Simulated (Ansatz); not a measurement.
A structure relaxed at PBE-D4/def2-SVP in Ansatz, charge 0, singlet:

```xyz
5

Sn   -0.8670    1.5474    0.4880
Se    1.3392    1.3128   -1.0834
Se   -0.1122   -1.1455    1.1489
Se   -2.0704   -0.7888   -0.1297
Se    1.7104   -0.9258   -0.4238
```

(1) Give its formula.

(2) Summarise the bond lengths by kind (pairs closer than 1.2 times the sum of covalent radii, bridged metal pairs left out).

Results:

(1) SnSe4 (the lowest singlet isomer of a short search).

(2) 3 × Se–Sn 2.70 to 2.87 Å; 3 × Se–Se 2.36 to 2.42 Å.

In the def2 sets Sn takes a core potential; there is no spin–orbit coupling. The structure comes from a short search, and lower isomers may exist.
